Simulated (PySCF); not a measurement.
**SMILES FC=C=C(F)[SiH3], C3H4F2Si**

Geometry:
```csv
atom,x (Å),y (Å),z (Å)
F1,2.910,0.480,1.239
C2,2.013,0.884,0.333
C3,1.011,0.145,-0.040
C4,-0.065,-0.511,-0.364
F5,-0.057,-1.366,-1.414
Si6,-1.702,-0.392,0.556
H7,2.223,1.877,-0.048
H8,-1.564,0.671,1.577
H9,-2.776,-0.063,-0.414
H10,-1.997,-1.700,1.193
```

Method: PySCF, TDDFT CAM-B3LYP/def2-TZVPD circular dichroism and optical rotation, one conformer, gas phase. Geometry: PBE0-D3(BJ)/def2-TZVP.

No stereocentre is labelled: unless the shape is locked (an allene, a helicene, a hindered biaryl), the mirror image is equally populated and a measured rotation or CD is zero.

**Question.** Which excitations and rotatory strengths does the calculation give?

**Answer.** Rotatory strengths R in 10⁻⁴⁰ esu² cm², velocity form and length form (origin at the centre of mass); f in length form.
```tsv
state	E (eV)	λ (nm)	f	R (velocity)	R (length)	main
1	5.27	235	0.002	+6.5	+6.5	HOMO→LUMO 0.88
2	5.65	219	0.002	+8.8	+8.9	HOMO−1→LUMO+1 0.84
3	6.44	192	0.009	-0.7	-0.7	HOMO−1→LUMO 0.49, HOMO→LUMO+1 0.42
4	7.11	174	0.561	-17.1	-17.1	HOMO→LUMO+1 0.38, HOMO−1→LUMO 0.28
5	7.42	167	0.088	-47.3	-47.6	HOMO−1→LUMO+2 0.32, HOMO−1→LUMO+3 0.23
6	7.54	165	0.562	+93.6	+94.1	HOMO→LUMO+2 0.27, HOMO−1→LUMO+2 0.20
7	7.71	161	0.002	+2.3	+2.2	HOMO−2→LUMO 0.56, HOMO−4→LUMO 0.24
8	8.11	153	0.003	+1.5	+1.7	HOMO−1→LUMO+3 0.41, HOMO−1→LUMO+2 0.30
9	8.14	152	0.007	-7.6	-7.6	HOMO→LUMO+4 0.37, HOMO→LUMO+5 0.32
10	8.23	151	0.002	+3.5	+3.6	HOMO−2→LUMO+1 0.29, HOMO−4→LUMO+1 0.17
11	8.29	150	0.027	+1.0	+0.8	HOMO→LUMO+4 0.37, HOMO→LUMO+5 0.33
12	8.32	149	0.011	+0.4	+0.2	HOMO→LUMO+3 0.37, HOMO→LUMO+2 0.14
```

Among the states computed, the strongest CD band (largest |R|) is state 6. The largest dissymmetry factor in size, g = 4R/(D+G), with D and G the electric and magnetic dipole strengths, is +0.035 for state 2 (velocity form, f = 0.002), among bands with |R| over 0.5. The mirror image has the same energies and oscillator strengths and all R with the opposite sign.
